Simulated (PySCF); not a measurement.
TeFCl, SMILES Cl[Te]F. Geometry optimised at B3LYP-D3(BJ)/def2-TZVP. The def2 effective core potentials stand for the cores of Te; spin–orbit coupling is left out.

Computed equilibrium geometry at B3LYP-D3(BJ)/def2-TZVP (PySCF confirms it by a frequency run) as a Z-matrix, and its point group:
point group Cs.
```
Te
F 1 1.9178
Cl 1 2.3355 2 97.28
```
Charge 0, spin multiplicity 1.
